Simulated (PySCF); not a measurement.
## Spin-rotation constants: `C[C@]1(F)C=C1Br`, C$_{4}$H$_{4}$BrF

Cartesian coordinates in Å; atom numbers follow the order of the lines, from 1:
```xyz
10

C    -1.2617   -0.3363   -0.3027
C     0.1735   -0.3940    0.1404
F     0.5710   -1.7095    0.3313
C     0.8575    0.6348    0.9868
C     1.2307    0.5607   -0.2680
Br    2.3095    1.1760   -1.6334
H    -1.3844   -0.8846   -1.2353
H    -1.8994   -0.7925    0.4521
H    -1.5602    0.6975   -0.4503
H     0.9722    1.0526    1.9566
```

The calculation used GIAO HCTH407/STO-3G magnetisability, rotational g tensor and spin-rotation constants, non-relativistic, gas phase (PySCF 2.14.0). Geometry: GFN2-xTB.

The calculation is non-relativistic, which matters for the atoms heavier than Zn.

Problem. Give the nuclear spin-rotation constants along the inertial axes (H = +C I·J) beside the isotropic shieldings.

Solution. Rotational constants 5.3228, 1.1079, 1.0923 GHz. A star marks the isotopologue with that one atom substituted, in its own axes.
| atom | isotope | Caa (kHz) | Cbb (kHz) | Ccc (kHz) | mean (kHz) | σ (ppm) |
| --- | --- | --- | --- | --- | --- | --- |
| F3 | 19F | 3.315 | 0.588 | 0.616 | 1.506 | 364.7 |
| Br6 | 79Br | 2.216 | 0.621 | 1.166 | 1.334 | 2650.6 |
| H7 | 1H | -0.589 | -0.112 | 0.008 | -0.231 | 31.4 |
| H8 | 1H | 0.069 | -0.121 | -0.119 | -0.057 | 31.5 |
| H9 | 1H | -0.510 | -0.052 | -0.087 | -0.216 | 32.4 |
| H10 | 1H | -0.558 | -0.116 | 0.084 | -0.197 | 26.4 |
| C1 | 13C* | 0.396 | 0.066 | 0.082 | 0.181 | 211.8 |
| C2 | 13C* | 1.018 | 0.053 | 0.170 | 0.414 | 170.3 |
| C4 | 13C* | 1.051 | 0.100 | 0.337 | 0.496 | 127.4 |
| C5 | 13C* | 1.929 | 0.114 | 0.203 | 0.749 | 116.0 |

For the geometry as given, no vibrational averaging.
